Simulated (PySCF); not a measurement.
## Polarisability and C₆ of In⁺ (indium, charge +1)

[Kr] 4d10 5s2, closed-shell 1S. Calculation: PySCF 2.14, in ANO-RCC-VTZP; the spin-free X2C one-electron Hamiltonian (Gaussian nucleus). Coupled (time-dependent) response in atomic units; α is the mean over directions. The basis has no added diffuse functions, which lowers α and C₆.

| method | mean α (bohr³) | C₆ (like pair) | S(−4) |
| --- | --- | --- | --- |
| UHF | 29.50 | 208.6 | 395.1 |
| PBE | 23.38 | 157.8 | 233.7 |
| PBE0 | 24.70 | 168.2 | 265.6 |
| wB97X-V | 25.72 | 176.6 | 292.8 |

S(−4) is the Cauchy moment in α(ω) = α(0) + S(−4) ω² + …

α(iu) at UHF:

| u (hartree) | α(iu) (bohr³) |
| --- | --- |
| 0 | 29.50 |
| 0.0500 | 28.55 |
| 0.100 | 26.07 |
| 0.200 | 19.67 |
| 0.300 | 14.44 |
| 0.500 | 8.678 |
| 0.750 | 5.641 |
| 1.00 | 4.189 |
| 1.50 | 2.766 |
| 2.00 | 2.024 |
| 3.00 | 1.224 |
| 5.00 | 0.5712 |

A single London oscillator, α(iu) = α/(1 + u²/ω²), gives C₆ = (3/4) ω α². Matching the computed C₆ needs ω = 4 × 208.6 / (3 × 29.50²) = 0.320 hartree.

For an ion, C₆ is the dispersion term alone; charge-induced terms of lower order in 1/R come first.
